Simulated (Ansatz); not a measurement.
The cluster Sn₂O₆. Total charge 0; singlet. Geometry B3LYP-D4/def2-SVP, basis def2-TZVP, Ansatz.

Cartesian coordinates in Å:
```
Sn -1.813 -0.458 0.143
Sn 0.978 -0.527 1.580
O 0.193 0.799 -1.622
O -0.191 1.180 0.603
O 0.510 1.665 -0.547
O -0.953 -1.073 1.856
O 0.322 -1.197 -0.507
O 0.954 -0.390 -1.507
```

```json
{"run": "A", "HOMO (eV)": "-9.61", "LUMO (eV)": "0.21"}
{"run": "B", "HOMO (eV)": "-5.95", "LUMO (eV)": "-2.56"}
{"run": "C", "HOMO (eV)": "-9.32", "LUMO (eV)": "0.09"}
{"run": "D", "HOMO (eV)": "-8.46", "LUMO (eV)": "-0.90"}
{"run": "E", "HOMO (eV)": "-6.25", "LUMO (eV)": "-2.41"}
{"run": "F", "HOMO (eV)": "-7.16", "LUMO (eV)": "-1.81"}
```

In the def2 sets Sn takes a core potential; there is no spin–orbit coupling. LC-ωPBE has ω = 0.4 bohr⁻¹. The structure holds 4 bonds between oxygen atoms, so isomers without such links may lie far lower. The structure comes from a short search, and lower isomers may exist.

Question: The runs used CAM-B3LYP, LC-ωPBE, PBE, PBE0, r2SCAN, ωB97X-V. Estimate which is which.

Answer: A LC-ωPBE (range-separated); B PBE (0 % exact exchange); C ωB97X-V (range-separated); D CAM-B3LYP (range-separated); E r2SCAN (0 % exact exchange); F PBE0 (25 % exact exchange). Exact exchange lowers occupied and raises empty levels; among semilocal functionals meta-GGAs tend to open the gap a little, and such runs are hard to tell apart. The gap grows from 3.40 eV (PBE) to 9.82 eV (LC-ωPBE).
